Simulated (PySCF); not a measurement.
C3H12Si3, SMILES [SiH3]C[C@H]1C[SiH2][SiH2]1.

Coordinates come from a PBE-D3(BJ)/def2-SVP optimisation. The structure was generated by enumeration; whether it is a known compound was not checked. Other conformers were not sampled.

The numbers are results of PBE/def2-TZVP (PySCF), not measurements.

Isolated molecule, no solvent.

Computed frontier levels, gap, dipole moment:
```
Quantity                                                                                                       Value
---------------------------------------------------------------------------------------------  ---------------------
highest occupied level                                                                                      -6.17 eV
lowest empty level                                                                                          -0.90 eV
orbital gap                                                                                                  5.27 eV
dipole moment                                                                                                 0.29 D
quadrupole, principal values (traceless, Buckingham form, about the centre of nuclear charge)  -5.22, 2.01, 3.21 D·Å
```
